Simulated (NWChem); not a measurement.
# CH7FN2Si; SMILES CN[Si@H](N)F

```xyz
12

C      0.2329    -2.4149     0.1466
N     -0.1719    -1.1406    -0.4343
Si    -0.1943     0.3684     0.3661
N     -1.2834     1.3785    -0.4972
F      1.1909     1.2131     0.3645
H      0.1869    -2.3431     1.2381
H     -0.4418    -3.2252    -0.1589
H      1.2584    -2.7040    -0.1252
H     -0.1822    -1.1315    -1.4481
H     -0.4490     0.0598     1.7959
H     -1.2120     2.3857    -0.4290
H     -2.2334     1.0792    -0.6736
```
Atoms are numbered in this order, from 1.

Computed with NWChem. Pople sets run with spherical d functions. The geometry was optimised at B3LYP/6-31G* (spherical d). Level: B3LYP/6-31G* with SMD (1 M gas to 1 M solution), gas-phase geometry. Reactions with the solvent are ignored.

For solvent ethanol:

```
Item                                         Value
-------------------------------------------  -----
solvation free energy (kcal/mol)              -5.4
cavity-dispersion-structure term (kcal/mol)    1.1
```

**Question.** What are these values for solvent water?

**Answer.** The solvation free energy (kcal/mol) is -2.4 and the cavity-dispersion-structure term (kcal/mol) comes out as 4.3.
